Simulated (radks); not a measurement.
Spherical quantum dot in the effective-mass picture: electrons in a hard-walled sphere of radius 1.39, all in effective atomic units (hartree* = m*/eps^2 hartree, bohr* = eps/m* bohr), one dielectric constant everywhere. Method: non-relativistic Kohn-Sham, r2SCAN, spin-polarised, spherical densities, generalised Kohn-Sham scheme; computed with a radial shooting solver with Libxc functionals. Levels are named by radial order and angular momentum (1s, 1p, 1d, 2s, ...), and open shells are averaged over m. Results are scaled to m* = 0.436 and eps = 16.5, for which hartree* = 43.58 meV and bohr* = 2.003 nm.

N = 12, configuration 1s2 1p6 1d(up 4, down 0). This is the lowest configuration that the search found. Occupied and some empty levels:

level,occupation,eigenvalue (meV),<r> (nm)
1s up,1,618.58,1.577
1s down,1,628.09,1.557
1p up,3,709.81,1.752
1p down,3,722.77,1.744
1d up,4,841.85,1.870
1d down,0,857.01,1.867
2s up,0,968.73,1.324
2s down,0,975.67,1.341
1f up,0,1009.1,1.956
1f down,0,1025.6,1.956
2p up,0,1189.6,1.481
2p down,0,1198.0,1.483

Energy (meV): total 5870.08, kinetic 3163.8, external 0, Hartree 3233.0, exchange-correlation -526.72.

Electron density:

r (nm),n(r) (e/nm^3)
0.0724,0.07025
0.211,0.07557
0.350,0.08657
0.489,0.1030
0.628,0.1248
0.767,0.1513
0.906,0.1812
1.04,0.2125
1.18,0.2422
1.32,0.2667
1.46,0.2821
1.60,0.2850
1.74,0.2726
1.88,0.2444
2.02,0.2023
2.16,0.1508
2.30,0.09844
2.43,0.05233
2.57,0.01866
2.71,0.002105
